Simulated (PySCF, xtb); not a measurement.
CH3F3OSn, SMILES C[O][Sn]([F])([F])[F].

GFN2-xTB (xtb) at its own geometry gives an orbital gap of 2.37 eV and a dipole moment of 4.79 D.

Geometry: PBE0-D3(BJ)/def2-SVP. The structure was generated by enumeration; whether it is a known compound was not checked. The def2 effective core potentials stand for the cores of Sn; spin–orbit coupling is left out. One conformer was computed; it need not be the lowest.

Q: What does PBE0/def2-TZVP (PySCF) give? (Estimate from the structure and the level; the computed values follow.)

A: gap 5.97 eV (levels -9.19 and -3.21 eV), dipole 2.82 D.
